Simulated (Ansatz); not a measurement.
Coupled-cluster run, C₂H₆BNO (`CC(=N)BO`).

```yaml
crystal:
  periodic: [false, false, false]
  atoms:
    - {symbol: C, position_ang: [-1.130465, 0.007171, 0.714508]}
    - {symbol: C, position_ang: [0.343311, -0.116905, 0.460375]}
    - {symbol: N, position_ang: [1.215985, -0.362142, 1.359417]}
    - {symbol: B, position_ang: [0.903587, 0.058870, -1.004117]}
    - {symbol: O, position_ang: [0.011481, 0.313690, -1.989013]}
    - {symbol: H, position_ang: [-1.491005, 0.990300, 0.398228]}
    - {symbol: H, position_ang: [-1.683542, -0.724377, 0.118279]}
    - {symbol: H, position_ang: [-1.370483, -0.138244, 1.770608]}
    - {symbol: H, position_ang: [0.774094, -0.463289, 2.279215]}
    - {symbol: H, position_ang: [2.075902, -0.031077, -1.232560]}
    - {symbol: H, position_ang: [0.416634, 0.409004, -2.854239]}
basis:
  gaussian: {orbitals: def2-TZVPP}
correlation: {method: ccsd_t}
```

```sh
$ ansatz run in.yaml --threads 4 --pin off --events-out ev --progress --plain --max-ram 10444MiB
```

Output of Ansatz, abridged:

```
Functional definition: HF
1440 factors; integrals over basis functions are off by at most 1.5e-3 eV
mean field evaluation 1: about -6345.1773 eV, gradient 4.4e1 eV
mean field evaluation 2: about -6345.3937 eV, gradient 4.4e1 eV
mean field evaluation 4: about -6349.8488 eV, gradient 4.6e0 eV
mean field evaluation 8: about -6349.9308 eV, gradient 3.7e-1 eV
mean field evaluation 16: about -6349.9321 eV, gradient 2.3e-6 eV
mean field -6349.93207754 eV, -233.3556997111 hartree, gradient 2.3e-6 eV, S^2 0.000000; 0 other end points of the search recorded, 0 dependent functions left out; unrestricted orbitals would lower it
5 core orbitals not correlated: weight in the atoms' cores, before any rotation towards them, 1.000 or more for the frozen orbitals, at most 0.000 for the correlated occupied ones
reference -6349.93207754 eV, -233.3556997111 hartree; 14, 14 occupied and 220, 220 virtual orbitals, 1440 factors
second order -23.72070610 eV of doubles, -0.00000000 eV of singles
cycle   1  -23.91870652 eV  change   -2.0e-1 eV  update   1.1e-1
cycle   2  -24.50524184 eV  change   -5.9e-1 eV  update   3.2e-2
cycle   3  -24.64292077 eV  change   -1.4e-1 eV  update   1.7e-2
cycle   4  -24.62962841 eV  change    1.3e-2 eV  update   4.3e-3
cycle   5  -24.62934967 eV  change    2.8e-4 eV  update   2.2e-3
cycle   6  -24.63034712 eV  change   -1.0e-3 eV  update   6.4e-4
cycle   7  -24.63000686 eV  change    3.4e-4 eV  update   2.8e-4
cycle   8  -24.62994635 eV  change    6.1e-5 eV  update   8.5e-5
cycle   9  -24.62996427 eV  change   -1.8e-5 eV  update   2.9e-5
perturbative correction -1.02821363 eV, -0.0377861538 hartree
Total energy: -6375.59025544 eV, -234.2986203571 hartree
```

Hardware: 4 threads of an Arm Neoverse V1 on a shared host. Wall time 110 s, peak host memory 4.8 GiB.

Correlation energy per correlated electron: -0.916 eV. T1 diagnostic: 0.0130.
